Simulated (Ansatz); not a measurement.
Cost and result for the atomization energy of ClH$_{5}$NPSi$_{2}$, SMILES `Cl[SiH]1N[SiH2]P1` (10 atoms, 10 bonds).

```xyz
10

Cl   -1.368   -0.638   -2.454
Si   -0.297   -1.034   -0.739
N     1.017    0.032   -0.466
Si    0.510    0.861    0.973
P    -1.342   -0.433    1.171
H     0.087   -2.458   -0.864
H     1.856    0.156   -1.010
H     1.463    0.698    2.101
H     0.243    2.314    0.800
H    -2.169    0.501    0.489
```

The species carries charge 0 and has multiplicity 1. Geometry: relaxed with PBE0-D4/def2-TZVP. Program: Ansatz. All runs use 4 threads of an AMD EPYC 9R45 on a shared host. Times are those of one run each, without the atoms' runs, and a repeat can differ threefold. Electronic energies, without spin–orbit coupling; frozen cores. CCSD(T)/CBS adds CCSD(T) − MP2 in def2-TZVPP to the MP2 limit, and its time is that of the two runs behind it. T1 = 0.012. B3LYP takes the VWN-RPA correlation (the form of Gaussian; ORCA's B3LYP/G).

CCSD(T)/CBS is a level of theory with its own doubt, some kJ/mol a heavy atom from the limit and from the frozen cores, so smaller differences don't rank the functionals.

| level | functions | wall time |
| --- | --- | --- |
| PBE-D4/def2-TZVPP (with forces) | 269 | 1.6 s |
| PBE0-D4/def2-TZVPP | 269 | 2 s |
| CCSD(T)/def2-SVP | 111 | 2.1 s |
| CAM-B3LYP-D4/def2-TZVPP | 269 | 2.4 s |
| r2SCAN-D4/def2-TZVPP (with forces) | 269 | 2.6 s |
| B3LYP-D4/def2-TZVPP (with forces) | 269 | 3 s |
| r2SCANh-D4/def2-TZVPP | 269 | 3 s |
| PBE-QIDH/def2-TZVPP | 269 | 3.4 s |
| B97M-V/def2-TZVPP | 269 | 4.3 s |
| ωB97X-V/def2-TZVPP | 269 | 4.5 s |
| MP2/def2-QZVPP | 487 | 12 s |
| CCSD(T)/def2-TZVPP | 269 | 55 s |
| CCSD(T)/CBS(def2) | – | 67 s |

(1) What atomization energy does each give, and how far from CCSD(T)/CBS? (An estimate is asked.)

Results:

(1) Ansatz gave: 
```json
{"level": "PBE-D4/def2-TZVPP (with forces)", "atomization (kJ/mol)": "3273.3", "difference from CCSD(T)/CBS": "27.2", "per bond": "2.7"}
{"level": "PBE0-D4/def2-TZVPP", "atomization (kJ/mol)": "3235.4", "difference from CCSD(T)/CBS": "-10.7", "per bond": "-1.1"}
{"level": "CCSD(T)/def2-SVP", "atomization (kJ/mol)": "2912.8", "difference from CCSD(T)/CBS": "-333.3", "per bond": "-33.3"}
{"level": "CAM-B3LYP-D4/def2-TZVPP", "atomization (kJ/mol)": "3244.2", "difference from CCSD(T)/CBS": "-1.9", "per bond": "-0.2"}
{"level": "r2SCAN-D4/def2-TZVPP (with forces)", "atomization (kJ/mol)": "3245.8", "difference from CCSD(T)/CBS": "-0.3", "per bond": "0.0"}
{"level": "B3LYP-D4/def2-TZVPP (with forces)", "atomization (kJ/mol)": "3238.3", "difference from CCSD(T)/CBS": "-7.8", "per bond": "-0.8"}
{"level": "r2SCANh-D4/def2-TZVPP", "atomization (kJ/mol)": "3228.3", "difference from CCSD(T)/CBS": "-17.8", "per bond": "-1.8"}
{"level": "PBE-QIDH/def2-TZVPP", "atomization (kJ/mol)": "3210.2", "difference from CCSD(T)/CBS": "-35.9", "per bond": "-3.6"}
{"level": "B97M-V/def2-TZVPP", "atomization (kJ/mol)": "3291.2", "difference from CCSD(T)/CBS": "45.1", "per bond": "4.5"}
{"level": "ωB97X-V/def2-TZVPP", "atomization (kJ/mol)": "3294.5", "difference from CCSD(T)/CBS": "48.4", "per bond": "4.8"}
{"level": "MP2/def2-QZVPP", "atomization (kJ/mol)": "3233.7", "difference from CCSD(T)/CBS": "-12.4", "per bond": "-1.2"}
{"level": "CCSD(T)/def2-TZVPP", "atomization (kJ/mol)": "3122.6", "difference from CCSD(T)/CBS": "-123.5", "per bond": "-12.3"}
{"level": "CCSD(T)/CBS(def2)", "atomization (kJ/mol)": "3246.1", "difference from CCSD(T)/CBS": "0.0", "per bond": "0.0"}
```

From PBE to PBE0 (25 % exact exchange), in def2-TZVPP and without D4, the atomization energy moves by −32.8 kJ/mol: exact exchange takes away binding that semilocal exchange gives to molecules. At CCSD(T), def2-SVP lies −333.3 kJ/mol from the extrapolated value and def2-TZVPP −123.4 kJ/mol: correlation converges slowly with the basis, and small sets miss more of it in the bonded molecule than in its fragments. Leaving LDA and LC-ωPBE aside and taking each functional with its dispersion term where it has one, the values, not all of them listed here, spread over 122.4 kJ/mol, from BHLYP-D4 to ωB97X-V. LDA lies +445.9 kJ/mol from PBE without D4, its usual overbinding.
